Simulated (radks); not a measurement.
Values are calculated unless marked as measured or tabulated.
Task: These are the eigenvalues of the occupied orbitals of an atom or ion with whole-number occupations (eV). Level of theory: scalar-relativistic Kohn-Sham, Slater X-alpha with alpha = 0.769, spin-polarised, spherical densities, finite nucleus; Fermi nuclear charge, rms radius of each element as measured or else 0.836 A^(1/3) + 0.57 fm (a radial shooting solver on a logarithmic mesh with Libxc functionals).

orbital  eigenvalue
1s down   -71690.42
1s up     -71690.42
2s up     -12447.85
2s down   -12447.58
2p up     -10875.13
2p down   -10874.91
3s up     -2885.217
3s down   -2885.112
3p up     -2420.833
3p down   -2420.720
3d up     -1892.729
3d down   -1892.546
4s up     -602.8511
4s down   -602.5975
4p up     -450.1855
4p down   -449.9245
4d up     -258.2057
4d down   -257.8747
5s up      -87.0795
5s down    -84.3571
5p up      -48.9211
5p down    -45.4056
4f up      -44.6167
4f down    -43.9774
5d up       -7.0754
6s up       -6.8705
6s down     -4.2521

Which element is it, and in what charge state? The configuration may be excited. Open shells, if any, are filled with parallel spins first.

Result: Z = 75, rhenium, charge 0: Re in [Xe] 4f14 5d5 6s2. The list shows which subshells hold electrons but not how many an open one holds; the 1s level, -2634.6 hartree, gives Z - s = 72.6 by -(Z - s)^2/2, which with screening and relativity narrows Z to a few neighbours, and the depths of the outer levels then fix element, charge and occupations together.
